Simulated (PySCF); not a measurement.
CH₆ClFSi₂, SMILES Cl[Si@H](C[SiH3])F. Atoms are numbered in the order given.

```xyz
11

F      1.7606    -0.6657     0.7625
Si     0.9302    -0.1546    -0.5315
Cl     0.5016     1.8382    -0.2377
C     -0.6372    -1.1261    -0.6575
Si    -1.9345    -0.7760     0.6750
H      1.8270    -0.2681    -1.7067
H     -1.0912    -0.9407    -1.6464
H     -0.3666    -2.1963    -0.6226
H     -2.9877    -1.8349     0.6288
H     -2.5716     0.5506     0.4351
H     -1.2985    -0.7835     2.0252
```

Coordinates come from a PBE0-D3(BJ)/def2-SVP optimisation. The structure was generated by enumeration; whether it is a known compound was not checked. Other conformers were not sampled.

The numbers are results of PBE0-D3(BJ)/def2-SVP (PySCF), not measurements.

Frequencies are harmonic and unscaled.

Computed harmonic wavenumbers and intensities:
| mode | ν (cm⁻¹) | IR (km/mol) | Raman (Å⁴/amu) | depolarisation | moving atoms (share of kinetic energy) |
|---|---|---|---|---|---|
| 1 | 38 | 0.1 | 0.1 | 0.73 | H 30 %, Si 21 %, Cl 20 %, F 19 %, C 9 % |
| 2 | 99 | 1.7 | 0.2 | 0.72 | H 33 %, Si 30 %, F 23 % |
| 3 | 127 | 0.5 | 0.4 | 0.63 | H 60 %, Cl 22 %, Si 16 % |
| 4 | 202 | 0.2 | 0.8 | 0.73 | H 36 %, C 21 %, F 18 %, Si 15 %, Cl 10 % |
| 5 | 243 | 8.1 | 1.2 | 0.72 | F 55 %, Cl 23 %, Si 11 % |
| 6 | 347 | 19.7 | 2.3 | 0.68 | Si 53 %, H 15 %, F 12 %, C 12 % |
| 7 | 491 | 2.8 | 3.4 | 0.74 | H 88 % |
| 8 | 529 | 34.2 | 15.3 | 0.10 | Si 40 %, Cl 28 %, C 16 %, H 14 % |
| 9 | 582 | 17.3 | 10.3 | 0.66 | H 42 %, Si 38 %, Cl 14 % |
| 10 | 678 | 31.7 | 3.8 | 0.11 | H 64 %, C 23 %, Si 11 % |
| 11 | 735 | 14.2 | 1.0 | 0.46 | H 67 %, C 25 % |
| 12 | 770 | 50.4 | 4.5 | 0.69 | H 45 %, C 34 %, Si 20 % |
| 13 | 835 | 285.9 | 16.5 | 0.64 | H 70 %, Si 17 %, C 11 % |
| 14 | 837 | 37.7 | 13.4 | 0.75 | H 75 %, F 18 % |
| 15 | 912 | 223.9 | 6.1 | 0.68 | H 45 %, Si 28 %, F 25 % |
| 16 | 940 | 149.6 | 7.5 | 0.75 | H 73 %, Si 16 %, F 9 % |
| 17 | 944 | 60.8 | 21.0 | 0.73 | H 90 % |
| 18 | 949 | 58.5 | 23.7 | 0.75 | H 96 % |
| 19 | 1016 | 10.7 | 1.8 | 0.72 | H 89 %, Si 9 % |
| 20 | 1088 | 92.5 | 0.7 | 0.72 | H 54 %, C 43 % |
| 21 | 1367 | 13.7 | 9.0 | 0.73 | H 92 %, C 8 % |
| 22 | 2234 | 110.7 | 191.4 | 0.18 | H 97 % |
| 23 | 2246 | 73.9 | 110.7 | 0.24 | H 97 % |
| 24 | 2255 | 87.5 | 74.1 | 0.51 | H 96 % |
| 25 | 2292 | 124.5 | 189.0 | 0.20 | H 97 % |
| 26 | 3068 | 0.7 | 104.7 | 0.09 | H 95 % |
| 27 | 3137 | 0.4 | 70.6 | 0.75 | H 91 %, C 9 % |
